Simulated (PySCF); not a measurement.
# How methods differ on the excitation energy of S⁺

S⁺ [Ne] 3s2 3p3 (4S) → S⁺ [Ne] 3s1 3p4 (4P), as a difference of total energies. Computed with PySCF 2.14 in x2c-TZVPPall (5s5p3d1f, 42 functions), with the spin-free X2C one-electron Hamiltonian (Gaussian nucleus). Correlated levels: valence and next inner shell: 1s2 frozen. The calculations carry no spin-orbit coupling.

```json
{"method": "UHF", "excitation energy (cm⁻¹)": "84887", "error (cm⁻¹)": "+5277"}
{"method": "MP2 (valence and next inner shell)", "excitation energy (cm⁻¹)": "85490", "error (cm⁻¹)": "+5880"}
{"method": "SCS-MP2 (valence and next inner shell)", "excitation energy (cm⁻¹)": "85345", "error (cm⁻¹)": "+5735"}
{"method": "CCSD (valence and next inner shell)", "excitation energy (cm⁻¹)": "81931", "error (cm⁻¹)": "+2320"}
{"method": "CCSD(T) (valence and next inner shell)", "excitation energy (cm⁻¹)": "80822", "error (cm⁻¹)": "+1211"}
```

Reference: 79610 cm⁻¹ (measured; NIST levels, between the centres of gravity of the two terms).

Errors of the correlated levels include the incompleteness of this basis and the frozen core.

The coupled-cluster amplitudes are large for the upper state (T1 above 0.03 or a double amplitude above 0.15), so a single reference is strained.
